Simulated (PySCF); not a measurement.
**Cd+: excitation energy**

Cd+ [Kr] 4d10 5s1 (2S) → Cd+ [Kr] 4d9 5s1 6s1 (4D), as a difference of total energies. Computed with PySCF 2.14 in aug-cc-pwCVTZ-PP with ECP28MDF (8s8p7d4f3g, 122 functions), with scalar relativity through the core potential. Correlated levels: valence: 4s2 4p6 frozen; valence and next inner shell: nothing frozen outside the core potential. The calculations carry no spin-orbit coupling.

| method | excitation energy (eV) |
| --- | --- |
| UHF | 18.473 |
| LDA | 19.902 |
| PBE | 19.515 |
| PBE0 | 19.524 |
| r2SCAN | 19.659 |
| CAM-B3LYP | 19.701 |
| BLYP | 19.577 |
| B3LYP | 19.657 |
| MP2 (valence) | 20.312 |
| SCS-MP2 (valence) | 20.238 |
| MP2 (valence and next inner shell) | 20.066 |
| SCS-MP2 (valence and next inner shell) | 19.947 |

Question: How much does correlation contribute at MP2 (valence and next inner shell)?

Answer: 20.066 − (18.473) = 1.593 eV, measured against UHF.

The upper state lies above the first ionisation limit, but in LS coupling its spin forbids autoionisation to the ground ion. A Rydberg-like electron needs more diffuse functions than a valence basis has.

The promoted electron is Rydberg-like, and one or two diffuse shells describe it only roughly, which tends to raise the upper state.
